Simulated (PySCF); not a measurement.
A species of formula C8H10Ge has this rotational fingerprint, computed with PBE0-D3(BJ)/def2-SVP geometry optimisation, gas phase in PySCF:

| Property | Result |
| --- | --- |
| Rotational constants | A = 1581, B = 949.1, C = 629.0 MHz |
| Dipole components | \|μa\| = 0.33 D, \|μb\| = 1.00 D, \|μc\| = 0.01 D |
| Inertial defect | -48.64 u·Å² |
| κ | -0.33 |

Problem. Which structure is it? (One computed conformer of each.)
A. `[CH:1]#[C:2][C:3]1=[C:4]([CH2:5][CH3:6])[CH:7]=[CH:8][GeH2:9]1` with C3–C4–C5–C6 -101°
B. `[CH2:1]=[CH:2][c:3]1[cH:4][cH:5][cH:6][c:7]([GeH3:8])[cH:9]1` with C1–C2–C3–C4 -5°
C. `[CH2:1]=[CH:2][CH2:3][C:4]#[C:5][CH2:6][C:7]#[C:8][GeH3:9]` with C1–C2–C3–C4 125°
D. `[CH]1[Ge@@H]([C]#CC)[CH]=CC=1C`

Solution. A. It is C#C[C]1=C(CC)C=[CH][GeH2]1, an asymmetric top, point group C1. The candidates at the same level (rigid rotor, commonest isotopes):

```csv
SMILES,A (MHz),B (MHz),C (MHz),μa (D),μb (D),μc (D),Δ (u·Å²),point group,rotor
C=Cc1ccc[c]([GeH3])c1,2753,533.9,449.8,0.60,0.30,0.00,-6.51,near Cs,near-prolate asymmetric top
C=CCC#CCC#[C][GeH3],4536,227.4,219.0,0.73,0.15,0.07,-25.87,C1,near-prolate asymmetric top
C#C[C]1=C(CC)C=[CH][GeH2]1,1581,949.1,629.0,0.33,1.00,0.01,-48.64,C1,asymmetric top
CC#[C][Ge@H]1[CH]=CC(C)=[CH]1,2477,614.3,576.4,0.24,0.81,0.53,-149.97,C1,near-prolate asymmetric top
```

`C=Cc1ccc[c]([GeH3])c1` has A 74 % too high; `C=CCC#CCC#[C][GeH3]` has A 187 % too high; `CC#[C][Ge@H]1[CH]=CC(C)=[CH]1` has A 57 % too high. No structure here is proved a minimum.
